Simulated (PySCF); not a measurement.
CH₅AlO₂.

```xyz
9

Al     0.0472    -0.0049     0.0000
C     -1.8884    -0.0011     0.0000
H     -2.2674     1.0355     0.0000
H     -2.2971    -0.4970    -0.8947
H     -2.2971    -0.4970     0.8947
O      0.8719    -0.0003    -1.4933
H      1.8137     0.0163    -1.6664
O      0.8719    -0.0003     1.4933
H      1.8137     0.0163     1.6664
```
Charge 0, spin multiplicity 1.

Geometry: ωB97X-D3(BJ)/def2-SVP. The isomer is the one that the SMILES or the coordinates give; other isomers of the formula were not compared. Other conformers were not sampled.

Computed with B3LYP/pcSseg-1 run with PySCF. Non-relativistic, no solvent.

**Question.** Give the absolute GIAO shielding of each atom: isotropic value and principal components (ppm). (Estimate from the structure and the level; the computed values follow.)

**Answer.** 
```
atom  σ(iso)    σ11    σ22    σ33   span
----  ------  -----  -----  -----  -----
Al1    422.1  364.1  398.1  503.9  139.7
C2     200.5  193.1  200.5  207.9   14.8
H3      31.7   27.3   28.6   39.2   11.9
H4      31.9   27.1   28.9   39.6   12.5
H5      31.9   27.1   28.9   39.6   12.5
O6     297.9  254.7  284.7  354.4   99.7
H7      29.9   22.4   23.1   44.2   21.8
O8     297.9  254.7  284.7  354.4   99.7
H9      29.9   22.4   23.1   44.2   21.8
```
